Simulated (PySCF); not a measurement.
# One molecule, several mistakes: AlH2O2Si

These are calculations, not measurements. The program is PySCF 2.14.0, an open-source quantum chemistry code, run on an isolated molecule that a program drew, which may never have been made. The molecule is AlH2O2Si (charge 0, doublet), drawn as the SMILES string `[O]=[Al][O][SiH2]`.

Each row is a Hartree-Fock (HF) and frozen-core CCSD(T) single point in the cc-pV(D+d)Z basis, meant for a local HF minimum. Run 1 is clean. Each other run has one planted mistake out of seven kinds, and not every kind appears here: one electron removed, one electron added, multiplicity raised by two, geometry at a saddle point, minimal basis STO-3G, one bond length entered in bohr, all coordinates scaled. The reference is restricted for singlets and unrestricted otherwise, and also for a bond in bohr. Adding or removing an electron swaps singlet and doublet. Electrons count all cores. HOMO and LUMO are orbital energies over both spins, the gradient is its largest component, and the lowest frequency (negative if imaginary) is given only where the gradient is small. Bond lengths are over the 5 bonds as drawn. T1 is the CCSD diagnostic: over 0.02 (restricted) or 0.045 (unrestricted) a single reference is doubtful.

Geometry of the clean run:
```xyz
6
AlH2O2Si, angstrom
O     1.8257   -4.5096   -0.0535
Al    1.6877   -2.9929    0.3408
O     1.5387   -1.4008    0.7488
Si    1.3529    0.2049    1.1092
H     2.6806    0.8601    1.0928
H     0.7275    0.3305    2.4453
```

```
run  electrons  basis functions  <S^2>  HOMO (eV)  LUMO (eV)  gradient (hartree/bohr)  lowest frequency (cm^-1)  mean bond (Å)  longest bond (Å)      T1  HF (hartree)  CCSD(T) (hartree)               mistake
  1         45               84  0.753      -9.62       0.83                  3.1e-05                        73         1.5682             1.656  0.0254    -681.77960         -682.32698              no fault
  2         45               30  0.753      -5.47       6.23                  3.4e-02                         -         1.5682             1.656  0.0356    -673.37942         -673.59295  minimal basis STO-3G
  3         44               84  0.000     -14.63      -7.86                  9.5e-02                         -         1.5682             1.656  0.0348    -681.45795         -682.01277  one electron removed
  4         45               84  1.125      -9.78       0.54                  1.9e-02                         -         1.8316             2.798  0.0445    -681.68732         -682.22962                     ?
```

**Which mistake was planted in run 4, and what did it cost?**

The mean bond changes by a factor of 1.168 and the longest by 1.690, so the molecule wasn't scaled as a whole. A length L in bohr read as angstrom grows by (1/0.5292 - 1) L = 0.890 L. The 5 bonds together grew by 5 x 0.2634 = 1.317 Å, which gives L = 1.480 Å. That is the length of one of the H-Si bonds, 1.481 Å in the clean geometry. So the mistake is: one bond length entered in bohr. Subtracting run 1 and multiplying by 627.51 kcal/mol a hartree, the energy moved by 57.9 kcal/mol in HF and 61.1 kcal/mol in CCSD(T).

Cautions from the logs. Run 3: T1 is over the limit, so its CCSD(T) energy is less reliable.
